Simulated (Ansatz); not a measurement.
Coupled-cluster run, BH9SSi3 (`BS[SiH2][SiH2][SiH3]`).

```yaml
crystal:
  periodic: [false, false, false]
  atoms:
    - {symbol: B, position_ang: [-0.433950, 2.115122, 1.003857]}
    - {symbol: S, position_ang: [-1.066634, 0.858127, 2.082482]}
    - {symbol: Si, position_ang: [-1.692879, -0.610820, 0.621400]}
    - {symbol: Si, position_ang: [0.201017, -1.643530, -0.277962]}
    - {symbol: Si, position_ang: [1.709869, -0.077381, -1.139744]}
    - {symbol: H, position_ang: [-0.480352, 1.996801, -0.184340]}
    - {symbol: H, position_ang: [0.023684, 3.088874, 1.517085]}
    - {symbol: H, position_ang: [-2.546424, -1.585794, 1.351015]}
    - {symbol: H, position_ang: [-2.507977, 0.061307, -0.422723]}
    - {symbol: H, position_ang: [-0.210403, -2.593264, -1.351214]}
    - {symbol: H, position_ang: [0.860424, -2.420318, 0.809069]}
    - {symbol: H, position_ang: [1.081923, 0.688629, -2.248037]}
    - {symbol: H, position_ang: [2.132252, 0.869579, -0.073279]}
    - {symbol: H, position_ang: [2.916449, -0.776431, -1.658807]}
basis:
  gaussian: {orbitals: def2-TZVPP}
correlation: {method: ccsd_t}
output: {orbitals: {seedname: orbitals}}
```

```sh
$ ansatz run in.yaml --threads 4 --pin off --events-out ev --progress --plain
```

The program prints (abridged):

```
Functional definition: HF
1841 factors; integrals over basis functions are off by at most 9.2e-4 eV
mean field evaluation 1: about -35217.7598 eV, gradient 2.1e1 eV
mean field evaluation 2: about -35218.1022 eV, gradient 2.1e1 eV
mean field evaluation 4: about -35220.6554 eV, gradient 2.9e0 eV
mean field evaluation 8: about -35220.6833 eV, gradient 1.5e-1 eV
mean field -35220.68353583 eV, -1294.3362465051 hartree, gradient 5.9e-6 eV, S^2 0.000000; 0 other end points of the search recorded, 0 dependent functions left out
21 core orbitals not correlated: weight in the atoms' cores, before any rotation towards them, 1.000 or more for the frozen orbitals, at most 0.000 for the correlated occupied ones
reference -35220.68353583 eV, -1294.3362465051 hartree; 15, 15 occupied and 289, 289 virtual orbitals, 1841 factors
second order -17.93538957 eV of doubles, -0.00000000 eV of singles
cycle   1  -19.59376039 eV  change    -1.7e0 eV  update   1.1e-1
cycle   2  -20.26415369 eV  change   -6.7e-1 eV  update   3.6e-2
cycle   3  -20.35593426 eV  change   -9.2e-2 eV  update   1.7e-2
cycle   4  -20.34620914 eV  change    9.7e-3 eV  update   6.0e-3
cycle   5  -20.34372561 eV  change    2.5e-3 eV  update   2.6e-3
cycle   6  -20.34378456 eV  change   -5.9e-5 eV  update   9.4e-4
cycle   7  -20.34393957 eV  change   -1.6e-4 eV  update   3.5e-4
cycle   8  -20.34411614 eV  change   -1.8e-4 eV  update   1.3e-4
cycle   9  -20.34413328 eV  change   -1.7e-5 eV  update   3.8e-5
cycle  10  -20.34411148 eV  change    2.2e-5 eV  update   1.4e-5
perturbative correction -0.84910701 eV, -0.0312041072 hartree
Total energy: -35241.87675433 eV, -1295.1150829196 hartree
```

Hardware: 4 threads of a server CPU on a shared host. Wall time 9 min, peak host memory 4.5 GiB.

Correlation energy per correlated electron: -0.706 eV. T1 diagnostic: 0.0150.
